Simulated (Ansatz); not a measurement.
One geometry of the cluster K2Na2, several levels of theory.

```yaml
crystal:
  periodic: [false, false, false]
  atoms:
    - {symbol: Na, position_ang: [-0.054686, 1.763216, -2.312830]}
    - {symbol: Na, position_ang: [1.683337, -0.842303, -1.012072]}
    - {symbol: K, position_ang: [0.357203, -2.112729, 2.398000]}
    - {symbol: K, position_ang: [-1.985853, 1.191816, 0.926892]}
basis:
  gaussian: {orbitals: def2-TZVP, initial_orbitals: start.molden}
magnetization: {spin_polarized: true, initial_magnetization: 2}
hamiltonian: {xc: pbe}
correlation: {method: rpa}
scf: {omitted_lower_state_checks: [starts]}
```

The file start.molden holds the orbitals of an earlier run on this structure, at another level or in another basis.

```sh
$ ansatz run in.yaml --threads 4 --pin off --events-out ev --progress --plain --max-ram 3916MiB
```

Output, abridged:

```
Functional definition: PBE
1222 factors; integrals over basis functions are off by at most 2.6e-4 eV
mean field evaluation 1: about -41463.5814 eV, gradient 5.2e0 eV
mean field evaluation 2: about -41463.6236 eV, gradient 9.4e-2 eV
mean field evaluation 4: about -41463.6232 eV, gradient 8.6e-3 eV
mean field -41463.62320008 eV, -1523.7600475498 hartree, gradient 6.0e-6 eV, S^2 2.016535; 0 other end points of the search recorded, 0 dependent functions left out
12 core orbitals not correlated: weight in the atoms' cores, before any rotation towards them, 1.000 or more for the frozen orbitals, at most 0.000 for the correlated occupied ones
reference -41415.60045132 eV, -1521.9952440838 hartree; 19, 17 occupied and 99, 101 virtual orbitals, 1222 factors
Total energy: -41444.62379060 eV, -1523.0618321295 hartree
Checks for a lower state left out: starts
```

Hardware: 4 threads of Arm Neoverse V2 on a shared host. Wall time 3.8 s.

The first input with `hamiltonian: {xc: {name: BLYP}}`, `output: {orbitals: {seedname: orbitals}}` and without the key `correlation` (abridged; 3.3 s):

```
Functional definition: BLYP
mean field -41481.44488578 eV, -1524.4149824191 hartree, gradient 3.7e-5 eV, S^2 2.007610
Total energy: -41481.44519815 eV, -1524.4149938984 hartree
Checks for a lower state left out: starts
```

As the first input, with `hamiltonian: {xc: {name: BHLYP}}`, `output: {orbitals: {seedname: orbitals}}` and without the key `correlation` (abridged; 7 s):

```
Functional definition: BHLYP
mean field -41481.47564970 eV, -1524.4161129725 hartree, gradient 2.3e-5 eV, S^2 2.029758
Total energy: -41481.47580259 eV, -1524.4161185910 hartree
Checks for a lower state left out: starts
```

As the first input, with `hamiltonian: {xc: {text: "exchange = 0.90*pbe_x + 0.10*exact_x\ncorrelation = pbe_c"}}`, `output: {orbitals: {seedname: orbitals}}` and without the key `correlation` (abridged; 3.5 s):

```
Functional definition: unnamed
mean field -41464.93294559 eV, -1523.8081798093 hartree, gradient 1.3e-5 eV, S^2 2.023472
Total energy: -41464.93299830 eV, -1523.8081817464 hartree
Checks for a lower state left out: starts
```

The first input with `hamiltonian: {xc: {name: B2PLYP}}` and without the key `correlation` (abridged; 7.5 s):

```
Functional definition: B2PLYP
mean field -41463.75851319 eV, -1523.7650202147 hartree, gradient 4.1e-6 eV, S^2 2.050090
12 core orbitals not correlated: weight in the atoms' cores, before any rotation towards them, 1.000 or more for the frozen orbitals, at most 0.000 for the correlated occupied ones
second order -21.52131264 eV of doubles, -0.00000000 eV of singles
Total energy: -41469.56940907 eV, -1523.9785666995 hartree
Checks for a lower state left out: starts
```

First input, but with `output: {orbitals: {seedname: orbitals}}` and without the key `correlation` (abridged; 2.8 s):

```
Functional definition: PBE
mean field -41463.62321215 eV, -1523.7600479933 hartree, gradient 1.6e-5 eV, S^2 2.016535
Total energy: -41463.62327127 eV, -1523.7600501659 hartree
Checks for a lower state left out: starts
```

As the first input, with `gaussian: {orbitals: STO-3G}`, `hamiltonian: {xc: hf}`, `output: {orbitals: {seedname: orbitals}}` and without the key `correlation` (abridged; 0.2 s):

```
Functional definition: HF
mean field evaluation 16: about -40970.4585 eV, gradient 3.2e-2 eV
mean field evaluation 32: about -40970.4587 eV, gradient 4.3e-5 eV
mean field -40970.45868285 eV, -1505.6365858204 hartree, gradient 2.6e-5 eV, S^2 2.065247
Total energy: -40970.45868285 eV, -1505.6365858204 hartree
Checks for a lower state left out: starts
```

Geometry: PBE/def2-TZVP.

Correlated methods freeze 12 core orbitals; core or outer-core shells of Na, K are correlated, in sets that lack core-valence functions. At HF/STO-3G the highest occupied level of the charge 0 triplet lies above zero (up to 1.84 eV). In Hartree–Fock with STO-3G the lack of diffuse functions raises the level. At PBE0/def2-TZVP a broken-symmetry singlet of charge 0 lies 0.17 eV below the triplet, each at its own geometry. The structure comes from a short search, and lower isomers may exist.
